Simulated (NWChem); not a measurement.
System: SnS, singlet; SMILES [Sn]=[S]

Output (shortened):

```
             Northwest Computational Chemistry Package (NWChem) 7.3.0
             --------------------------------------------------------

 ORDER OF PRIMARY AXIS IS BEING SET TO 4
 C4V symmetry detected

                             Geometry "geometry" -> ""
                             -------------------------

 Output coordinates in angstroms (scale by  1.889725989 to convert to a.u.)

  No.       Tag          Charge          X              Y              Z
 ---- ---------------- ---------- -------------- -------------- --------------
    1 Sn                  50.0000     0.00000000     0.00000000    -0.53879952
    2 S                   16.0000     0.00000000     0.00000000     1.68374848

 Effective nuclear repulsion energy (a.u.)     190.4758858750

      Symmetry information
      --------------------

 Group name             C4v
 Group number             18
 Group order               8
 No. of unique centers     2

                                 NWChem DFT Module
                                 -----------------

 Summary of "ao basis" -> "ao basis" (spherical)
 ------------------------------------------------------------------------------
       Tag                 Description            Shells   Functions and Types
 ---------------- ------------------------------  ------  ---------------------
 Sn                         def2-svp                10       26   4s4p2d
 S                          def2-svp                 8       18   4s3p1d

      Symmetry analysis of basis
      --------------------------

        a1         18
        a2          0
        b1          3
        b2          3
        e          20

            General Information
            -------------------
          SCF calculation type: DFT
          Wavefunction type:  closed shell.
          No. of atoms     :     2
          No. of electrons :    38
           Alpha electrons :    19
            Beta electrons :    19
          Charge           :     0
          Spin multiplicity:     1
          Use of symmetry is: on ; symmetry adaption is: on
          Maximum number of iterations: 150
          AO basis - number of functions:    44
                     number of shells:    18
          Convergence on energy requested:  1.00D-06
          Convergence on density requested:  1.00D-05
          Convergence on gradient requested:  5.00D-04

              XC Information
              --------------
                         SCAN Method XC Functional
                  SCAN metaGGA Exchange Functional  1.000
                        SCAN Correlation Potential  1.000

             Grid Information
             ----------------
          Grid used for XC integration:  medium
          Radial quadrature: Mura-Knowles
          Angular quadrature: Lebedev.
          Tag              B.-S. Rad. Rad. Pts. Rad. Cut. Ang. Pts.
          ---              ---------- --------- --------- ---------
          Sn                  1.45      123           8.0       590
          S                   1.00       88           9.0       590
          Grid pruning is: on
          Number of quadrature shells:   211
          Spatial weights used:  Erf1

      Superposition of Atomic Density Guess
      -------------------------------------

 Sum of atomic energies:        -646.44306146

      Non-variational initial energy
      ------------------------------

 Total energy =    -610.723631
 1-e energy   =   -1092.609482
 2-e energy   =     398.076462
 HOMO         =      -0.278156
 LUMO         =      -0.042526

      Symmetry analysis of molecular orbitals - initial
      -------------------------------------------------

 !! scf_movecs_sym_adapt:    6 vectors were symmetry contaminated

  Symmetry fudging

 !! scf_movecs_sym_adapt:    6 vectors were symmetry contaminated

  Numbering of irreducible representations:

     1 a1          2 a2          3 b1          4 b2          5 e

  Orbital symmetries:

     1 a1          2 a1          3 a1          4 e           5 e
     6 a1          7 a1          8 e           9 e          10 a1
    11 e          12 e          13 b2         14 b1         15 a1
    16 a1         17 e          18 e          19 a1         20 e
    21 e          22 a1         23 a1         24 e          25 e
    26 a1         27 b2         28 b1         29 e

     ---------------------------------------------
      Total Density - Mulliken Population Analysis
     ---------------------------------------------

    Atom       Charge   Shell Charges
 -----------   ------   -------------------------------------------------------
    1 Sn  22    20.94   1.60  0.43  1.20  0.71  3.27  2.72  0.56  0.38  9.77  0.30
    2 S   16    17.06   2.00  1.99  1.25  0.68  5.94  1.94  3.24  0.02

   convergence    iter        energy       DeltaE   RMS-Dens  Diis-err
 ---------------- ----- ----------------- --------- --------- ---------
 d= 0,ls=0.0,diis     1   -612.3921254591 -6.96D+02  7.12D-02  4.04D-01
 d= 0,ls=0.0,diis     2   -610.5719542846  1.82D+00  5.57D-02  6.72D+00
 d= 0,ls=0.0,diis     3   -612.4940892607 -1.92D+00  3.63D-03  1.43D-02
 d= 0,ls=0.0,diis     4   -612.4953486622 -1.26D-03  1.64D-03  5.39D-03
 d= 0,ls=0.0,diis     5   -612.4963555912 -1.01D-03  2.82D-04  1.73D-04
  Resetting Diis
 d= 0,ls=0.0,diis     6   -612.4963890382 -3.34D-05  7.98D-05  7.24D-06
 d= 0,ls=0.0,diis     7   -612.4963900168 -9.79D-07  6.39D-05  4.97D-07
 d= 0,ls=0.0,diis     8   -612.4963886945  1.32D-06  5.48D-05  6.67D-06
 d= 0,ls=0.0,diis     9   -612.4963901011 -1.41D-06  4.87D-06  5.18D-08
 d= 0,ls=0.0,diis    10   -612.4963901096 -8.47D-09  3.26D-07  8.44D-11

         Total DFT energy =     -612.496390109594
      One electron energy =    -1093.759915573469
           Coulomb energy =      441.273793696216
    Exchange-Corr. energy =      -43.819658017351
 Nuclear repulsion energy =       83.809389785010

 Numeric. integr. density =       37.999999840670

[...]
```

Level: SCAN/def2-SVP with def2 effective core potentials on Sn. Low-valent species are run as closed-shell singlets; no triplet was tried in these runs. Coordinates come from a PBE0/def2-SVP optimisation. def2 effective core potentials on Sn; no spin-orbit coupling.

Task: Write an input that gives this output.

Result: Several could match; the one computed here: the input that was run:
```
start job
memory heap 200 mb stack 900 mb global 1100 mb
geometry units angstroms noautoz
  Sn     0.000000     0.000000    -0.536461
  S      0.000000     0.000000     1.686087
end
basis spherical
  * library def2-svp
end
ecp
  Sn library def2-ecp
end
dft
  xc scan
  iterations 150
  mulliken
end
task dft energy
```
